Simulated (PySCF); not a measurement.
# Radial density of Be²⁺ (beryllium, charge +2)

revPBE, 1s2, closed-shell 1S. All numbers are calculated (PySCF 2.14, no relativity, point nucleus, in aug-cc-pVDZ).

| r (bohr) | 4πr²ρ (e/bohr) |
| --- | --- |
| 0.00835 | 0.02796 |
| 0.0141 | 0.07595 |
| 0.0236 | 0.1984 |
| 0.0398 | 0.4947 |
| 0.0669 | 1.129 |
| 0.112 | 2.238 |
| 0.189 | 3.505 |
| 0.318 | 3.760 |
| 0.535 | 2.191 |
| 0.900 | 0.4747 |
| 1.51 | 0.02141 |
| 2.55 | 0.0001663 |
